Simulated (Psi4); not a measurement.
Pair of molecules, SMILES [GaH3] with SMILES CN(C)C, pulled apart as rigid monomers along the line of their centres of mass from the B3LYP-D3(BJ)/def2-TZVP minimum (SMILES order as in the coordinates).
Starting geometry (charge 0, multiplicity 1):
| atom | x (Å) | y (Å) | z (Å) |
|---|---|---|---|
| Ga | -0.7492 | 0.4067 | 1.7106 |
| H | -1.4930 | 1.7407 | 2.1312 |
| H | 0.5910 | 0.5392 | 0.8765 |
| H | -1.6281 | -0.8936 | 1.4956 |
| C | -0.9743 | -0.2780 | 4.6076 |
| N | 0.1157 | -0.1015 | 3.6332 |
| C | 0.8800 | -1.3521 | 3.4897 |
| C | 1.0045 | 0.9947 | 4.0541 |
| H | -0.5755 | -0.5367 | 5.5948 |
| H | -1.6361 | -1.0719 | 4.2670 |
| H | -1.5448 | 0.6459 | 4.6803 |
| H | 1.3339 | -1.6422 | 4.4438 |
| H | 1.6623 | -1.2122 | 2.7463 |
| H | 0.2142 | -2.1438 | 3.1519 |
| H | 1.4617 | 0.7738 | 5.0250 |
| H | 1.7868 | 1.1293 | 3.3097 |
| H | 0.4297 | 1.9157 | 4.1278 |

The numbers are results of SAPT0/aug-cc-pVDZ in Psi4, not measurements.

| Ga1···N6 (Å) | electrostatics (meV) | exchange (meV) | induction (meV) | dispersion (meV) | total |
|---|---|---|---|---|---|
| 1.95 | -4679.6 | 5374.4 | -1420.7 | -756.4 | -1482.3 |
| 2.17 | -2771.3 | [?] | -998.8 | -539.1 | -1550.0 |
| 2.49 | -1349.8 | 1011.7 | -538.1 | -323.6 | -1199.8 |
| 3.04 | -502.1 | 190.9 | -167.6 | [?] | -619.0 |
| 3.90 | -156.8 | 12.7 | -25.1 | -40.2 | -209.5 |

Question: Some entries are withheld; supply them.

Answer: 
- 2.17, exchange (meV): 2759.2
- 3.04, dispersion (meV): -140.1
